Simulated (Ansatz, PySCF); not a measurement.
Gas-phase reaction in SMILES: CSB(C)C [dimethyl(methylsulfanyl)borane] -> C[B]C + C[S] (the B-S bond at the site shown breaks; other sites are not compared here)
Geometries: B3LYP-D3(BJ)/def2-TZVP minima from Ansatz (a first-principles code), one conformer each, not searched for the lowest. Frequencies are from Ansatz or PySCF.
Geometry of the first species:
```
B
C 1 1.5706
H 2 1.0907 1 115.22
H 2 1.0958 3 108.17 1 123.04
H 2 1.0958 3 108.17 4 113.92
C 1 1.5724 2 121.91 3 180.00
H 6 1.0914 1 112.61 2 0.00
H 6 1.0948 7 107.77 1 123.19
H 6 1.0948 7 107.77 8 113.63
S 1 1.7923 2 116.05 3 0.00
C 10 1.8229 1 105.75 2 180.00
H 11 1.0879 10 110.80 1 -60.97
H 11 1.0879 12 109.65 10 -122.62
H 11 1.0880 12 109.13 13 -119.48
```

Wanted: bond dissociation energy (0 K, with B3LYP-D3(BJ) harmonic zero-point energies), in kcal/mol. Correlated levels leave the core frozen unless marked. UHF or UKS for open shells. No spin-orbit coupling. No relativistic terms. Basis-set limits of correlation are two-point, X^-3; Hartree-Fock from the larger set. The bracket is a focal-point correction in the basis named.

RI-MP2/CBS(aug-cc-pV(T+d)Z,aug-cc-pV(Q+d)Z)+[CCSD(T)-MP2]/aug-cc-pV(T+d)Z (Ansatz) gives 106.9 kcal/mol.

Q: Another calculation gave 105.1 kcal/mol. Which level was it?
A) r2SCANh/def2-TZVPD (Ansatz)
B) SVWN5/def2-TZVPD (Ansatz)
C) BHLYP/def2-TZVPD (Ansatz)
D) B97M-V/def2-TZVPD (Ansatz)

A: D, B97M-V/def2-TZVPD (Ansatz). The others give 99.8 (r2SCANh), 96.1 (BHLYP), 118.0 (SVWN5) kcal/mol.
